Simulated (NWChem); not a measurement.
**Dipole moment of silicon monosulfide (SSi)**

```
Si
S 1 1.9396
```
Charge 0, spin multiplicity 1.

The numbers come from NWChem runs, not from measurements. The geometry was optimised at PBE0/def2-SVP, a minimum by its harmonic frequencies.

Basis set: Sadlej pVTZ. The CCSD dipole comes from the Λ equations, without orbital relaxation.

The correlated methods keep 10 core orbitals frozen. B3LYP has NWChem's definition, with VWN1-RPA local correlation. No row is a measurement; the coupled-cluster row has its own basis-set and correlation limits.

Question: Order these methods by the dipole moment they give, lowest first: HF, PBE, B3LYP, CCSD.

Answer: PBE (1.52 D), CCSD (1.63 D), B3LYP (1.77 D), HF (2.30 D)
